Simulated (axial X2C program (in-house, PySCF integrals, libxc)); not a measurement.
**ScC along the bond: PBE0, with spin–orbit coupling**

Computed with an axial X2C code built on PySCF integrals. Two-component (2c) means X2C with spin–orbit coupling and atomic mean-field two-electron Coulomb and Gaunt terms. Basis: Sc dyall-cv3z [10s11p7d5f2g], C dyall-v3z [7s6p2d1f] (cores contracted in-house); Gaussian nuclei, density fitting, unrestricted open shells. Masses: Sc 44.956 u, C 12.000 u.

State: Ω = 5/2 (⟨Sz⟩ = 1.50, ⟨Lz⟩ = 1.00 at PBE0). Dipoles are positive if C is the positive end.

```
R (Å)   μ (D)  HOMO (eV)  LUMO (eV)
1.620  -2.512      -4.47      -3.36
1.694  -2.953      -4.58      -3.09
1.750  -3.254      -4.65      -2.92
1.806  -3.530      -4.72      -2.77
1.862  -3.779      -4.77      -2.63
1.927  -4.027      -4.83      -2.49
1.992  -4.193      -4.70      -2.54
2.076  -4.206      -4.58      -2.65
2.179  -4.148      -4.59      -2.74
```

Task: The minimum lies at 1.859 Å. What is the dipole moment there, and its slope?

Result: At PBE0, 2c, with the sign and origin stated: μ = -3.76 D, dμ/dR = -4.21 D/Å.

The state is a single determinant with fixed occupations, the lowest that a limited PBE0 search found. Density functionals use the spin component along the axis (collinear). Other states lie close and PBE0, whose exact exchange favours high spin, may order them wrongly; the determinant shown need not be the ground state. The nearest other spin-free determinant of the search, M_S = 1/2, Λ = 1, lies 0.09 eV up at the distance of the search. The functionals have no current-density term, which raises determinants with orbital currents, atoms included. With several unpaired electrons one determinant need not be a pure state. A state of lower Ω lies just above, and one determinant can place such states too high, so the state shown need not be the lowest. The search has Ω = 1/2 only 0.01 eV up. The determinant is spin-polarised beyond a pure state at some levels (its spin-free form has ⟨S²⟩ too high), which makes Re and μ there less reliable. The stretched end of a curve changes character and is left out.
